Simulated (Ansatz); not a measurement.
One change: `O=CO[SiH2][NH][AlH2]` becomes `O=CO[SiH2][SiH3]`.

Ansatz, PBE0-D4/def2-TZVP geometries, multiplicity 1. Each molecule was computed in one conformer, which needn't be the lowest.

```json
{"property": "HOMO–LUMO gap (PBE/def2-TZVPP) / eV", "`O=CO[SiH2][NH][AlH2]`": "4.84"}
{"property": "HOMO energy (PBE0/def2-TZVPP) / eV", "`O=CO[SiH2][NH][AlH2]`": "-8.20"}
{"property": "HOMO–LUMO gap (ωB97M-V/def2-TZVPP) / eV", "`O=CO[SiH2][NH][AlH2]`": "11.02"}
{"property": "size of the dipole moment (PBE/def2-TZVPP) / D", "`O=CO[SiH2][NH][AlH2]`": "0.72"}
{"property": "LUMO energy (PBE0/def2-TZVPP) / eV", "`O=CO[SiH2][NH][AlH2]`": "-1.12"}
{"property": "HOMO energy (ωB97M-V/def2-TZVPP) / eV", "`O=CO[SiH2][NH][AlH2]`": "-10.54"}
```

(1) Give the same properties after the change, and the shifts. (An estimate is asked.)

## Answers

(1) The calculation gave: 
| property | `O=CO[SiH2][SiH3]` | shift |
| --- | --- | --- |
| HOMO–LUMO gap (PBE/def2-TZVPP) / eV | 5.28 | 0.44 |
| HOMO energy (PBE0/def2-TZVPP) / eV | -8.29 | -0.09 |
| HOMO–LUMO gap (ωB97M-V/def2-TZVPP) / eV | 11.60 | 0.58 |
| size of the dipole moment (PBE/def2-TZVPP) / D | 1.23 | 0.51 |
| LUMO energy (PBE0/def2-TZVPP) / eV | -0.60 | 0.52 |
| HOMO energy (ωB97M-V/def2-TZVPP) / eV | -10.36 | 0.18 |

With PBE0 the HOMO falls by 0.09 eV and the LUMO rises by 0.52 eV, so the gap widens by about 0.61 eV. PBE moves the HOMO by -0.19 eV and ωB97M-V by 0.18 eV. The zero-point energy changes by -15.6 kJ/mol with -3 modes. Dipoles are sizes alone; their direction can turn.

Positive LUMOs are unbound, so they and the gaps depend on the basis.
